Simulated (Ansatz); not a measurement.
`C#C[Si](Cl)(Cl)Cl` and `Cl[Si](Cl)(Cl)[TeH]` differ in one atom or group.

Ansatz, PBE0-D4/def2-TZVP geometries, multiplicity 1. 

Elements past krypton have def2 core potentials.  Spin–orbit coupling is left out; it splits and shifts lone-pair levels of the heavy atoms by tenths of an eV.

```
                                                                                  property  `C#C[Si](Cl)(Cl)Cl`
                                                         HOMO energy (PBE/def2-TZVPP) / eV                -7.65
                                                       HOMO energy (B3LYP/def2-TZVPP) / eV                -8.65
ideal-gas entropy at 298 K and 1 bar (rigid rotor, harmonic PBE0-D4/def2-TZVP) / J/(mol·K)                  363
                                                       HOMO–LUMO gap (PBE/def2-TZVPP) / eV                 5.80
                                                     HOMO energy (ωB97M-V/def2-TZVPP) / eV               -11.17
                                                       LUMO energy (B3LYP/def2-TZVPP) / eV                -1.10
```

Q: Give the same properties after the change, and the shifts. (An estimate is asked.)

A: Computed: 
| property | `Cl[Si](Cl)(Cl)[TeH]` | shift |
| --- | --- | --- |
| HOMO energy (PBE/def2-TZVPP) / eV | -5.99 | 1.66 |
| HOMO energy (B3LYP/def2-TZVPP) / eV | -6.83 | 1.82 |
| ideal-gas entropy at 298 K and 1 bar (rigid rotor, harmonic PBE0-D4/def2-TZVP) / J/(mol·K) | 391 | 28 |
| HOMO–LUMO gap (PBE/def2-TZVPP) / eV | 3.70 | -2.10 |
| HOMO energy (ωB97M-V/def2-TZVPP) / eV | -9.15 | 2.02 |
| LUMO energy (B3LYP/def2-TZVPP) / eV | -1.71 | -0.61 |

With PBE0 the HOMO rises by 1.86 eV and the LUMO falls by 0.56 eV, so the gap narrows by about 2.42 eV. PBE moves the HOMO by 1.66 eV and ωB97M-V by 2.02 eV. The zero-point energy changes by -32.0 kJ/mol with -3 modes.

B3LYP here is the variant with VWN-RPA as its local correlation; programs differ in this.
